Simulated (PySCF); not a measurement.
Pr²²⁺: fine-structure interval

Pr²²⁺ [Kr] 4d1 [4d3/2^1, M_J = 3/2] → Pr²²⁺ [Kr] 4d1 [4d5/2^1, M_J = 5/2], as a difference of total energies. Calculation: PySCF 2.14, in an uncontracted even-tempered set (18 s from 1.5 bohr⁻², ratio 2.8; 14 p from 2 bohr⁻², ratio 2.8; 9 d from 2 bohr⁻², ratio 2.8; 4 f from 7 bohr⁻², ratio 3); the two-component X2C-1e Hamiltonian. Correlated levels: [Ar] 3d10 frozen; the 94 highest virtual spinors dropped. "Screened" scales the spin-orbit matrix elements by Boettger's factors to mimic the two-electron term; Breit and QED terms are absent.

```json
{"method": "GHF (screened spin-orbit)", "fine-structure interval (cm⁻¹)": "42736"}
{"method": "GMP2 (screened spin-orbit)", "fine-structure interval (cm⁻¹)": "42686"}
{"method": "GHF (bare spin-orbit)", "fine-structure interval (cm⁻¹)": "51468"}
```
